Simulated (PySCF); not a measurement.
SMILES CC(=O)[CH2][GeH3], GFN2-xTB optimised geometry.

```
13

C      2.25     0.61     0.00
C      0.75     0.61     0.00
O      0.09     1.63     0.00
C      0.06    -0.72    -0.01
Ge    -1.88    -0.33    -0.05
H      2.62     0.02     0.83
H      2.61     0.16    -0.92
H      2.63     1.63     0.07
H      0.39    -1.30    -0.87
H      0.35    -1.29     0.88
H     -2.63    -1.63    -0.07
H     -2.30     0.42     1.16
H     -2.24     0.42    -1.28
```

Density from PySCF with B3LYP/def2-TZVP at that geometry.

Minimum of the electron density along straight lines between bonded atoms, close to the bond critical point (lines longer than 1.1 times the sum of covalent radii, or with two minima, are not listed):

| bond | length / Å | ρ at the minimum / e bohr⁻³ | ∇²ρ there / e bohr⁻⁵ | position (fraction from the first atom) |
|---|---|---|---|---|
| C1–C2 | 1.504 | 0.264 | -0.71 | 0.49 |
| C2–O3 | 1.208 | 0.425 | ___ | 0.34 |
| C2–C4 | 1.498 | 0.267 | -0.71 | 0.52 |
| C4–Ge5 | 1.980 | ___ | 0.09 | 0.53 |
| C1–H6 | 1.088 | 0.278 | -0.95 | 0.64 |
| C1–H7 | 1.089 | 0.277 | -0.95 | 0.64 |
| C1–H8 | 1.087 | 0.283 | -0.98 | 0.64 |
| C4–H9 | 1.091 | 0.274 | -0.92 | 0.64 |
| C4–H10 | 1.091 | 0.274 | -0.92 | 0.64 |
| Ge5–H11 | 1.501 | 0.140 | ___ | 0.59 |
| Ge5–H12 | 1.486 | 0.145 | 0.09 | 0.60 |
| Ge5–H13 | 1.487 | 0.145 | 0.09 | 0.60 |

Q: Fill in the missing entries.

A: 
- C2–O3, ∇²ρ there / e bohr⁻⁵: -0.10
- C4–Ge5, ρ at the minimum / e bohr⁻³: 0.122
- Ge5–H11, ∇²ρ there / e bohr⁻⁵: 0.11
